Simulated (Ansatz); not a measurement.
Reaction: CH2I2 (diiodomethane, SMILES ICI) → I (doublet) + CH2I (SMILES [CH2]I, doublet) (the C-I bond breaks)
Each species at its own B3LYP-D3(BJ)/def2-TZVP minimum (Ansatz, a first-principles code).

Property: bond dissociation energy (electronic), in kJ/mol. Radicals and triplets start from unrestricted determinants; spin-orbit coupling is neglected. Cores are frozen in correlated methods (noble-gas shells, and filled d and f shells in the p block). Past Kr the def2 sets carry scalar-relativistic core potentials. CBS(X,Y): correlation extrapolated as X^-3, Hartree-Fock from the larger set. A bracket is a step between two methods taken in the basis named. Spin-orbit terms, left out, reach several kcal/mol for Br and I, and more for heavier atoms.

CCSD(T)/CBS(def2-TZVPP,def2-QZVPP) + [CCSDT(Q) - CCSD(T)]/def2-SVP (Ansatz) gives 249.3 kJ/mol.

**Question.** How far off this value is PBE/def2-TZVPD (Ansatz), in which direction, and how far these levels: PBE0/def2-TZVPD, wB97M-V/def2-TZVPD, B2PLYP/def2-TZVPD, CCSD(T)/CBS(def2-TZVPP,def2-QZVPP)?

**Answer.** PBE gives 249.0 kJ/mol, 0.3 kJ/mol below it. Differences of the others: PBE0/def2-TZVPD (Ansatz) -12.2; wB97M-V/def2-TZVPD (Ansatz) -9.0; B2PLYP/def2-TZVPD (Ansatz) -15.6; CCSD(T)/CBS(def2-TZVPP,def2-QZVPP) (Ansatz) 0.0 kJ/mol.
